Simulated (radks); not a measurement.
Results of a calculation; reference values are marked as such.
Q: Radial electron density D(r) = 4 pi r^2 rho(r) of an atom or ion with 15 electrons. Code: a radial shooting solver on a logarithmic mesh with Libxc functionals. Model: scalar-relativistic Kohn-Sham, PBEsol, spin-unpolarised, spherical densities, point nucleus.

```
   r/bohr * D(r) (the largest magnitude, 20.9, reaches the edge; | marks zero)
 0.009067 |       *
  0.01153 |          *
  0.01454 |               *
  0.01833 |                      *
   0.0233 |                             *
  0.02939 |                                      *
  0.03736 |                                              *
  0.04712 |                                                    *
   0.0599 |                                                      *
  0.07554 |                                                   *
  0.09526 |                                             *
   0.1211 |                                       *
   0.1527 |                                      *
   0.1942 |                                            *
   0.2448 |                                                    *
   0.3113 |                                                      *
   0.3925 |                                             *
    0.495 |                             *
   0.6293 |               *
   0.7936 |          *
    1.009 |          *
    1.272 |          *
    1.617 |       *
     2.04 |  *
    2.572 |*
     3.27 *
    4.124 *
```

What is the nuclear charge?

A: Z = 18. The innermost maximum, from 1s, lies near gamma/Z bohr with gamma = sqrt(1 - (Z/c)^2) = 0.991, here 0.0551 bohr (found: 0.0585), and its height grows with Z. The density is that of the argon ion Ar3+ in [Ne] 3s1 3p4; the configuration itself is not fixed sharply by these data, and Z only to about a unit. D(r) has 3 maxima, at r = 0.0585, 0.292, 1.14 bohr, and minima at 0.141, 0.839 bohr, inside which lie 2.17, 10.45 electrons.
